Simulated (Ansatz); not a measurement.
A structure relaxed at PBE0-D4/def2-TZVP, charge 0, multiplicity 1:

```xyz
8

C    -0.256   -1.013   -0.389
N    -0.233   -0.035    0.671
C     0.266    1.077    0.433
Br    0.346    2.432    1.754
H    -1.291   -1.308   -0.572
H     0.278   -1.905   -0.055
H     0.188   -0.659   -1.330
H     0.702    1.412   -0.512
```

(1) Give its formula and SMILES.

(2) Point group (tolerance 0.08 Å, 0.16 Å for H)?

(3) Summarise the bond lengths by kind.

Answers

(1) C2H4BrN, `C/N=C/Br`.

(2) Cs.

(3) 2 × C–N 1.241 to 1.443 Å; 4 × C–H 1.092 to 1.098 Å; 1 × Br–C 1.895 Å.

All numbers were calculated with Ansatz.
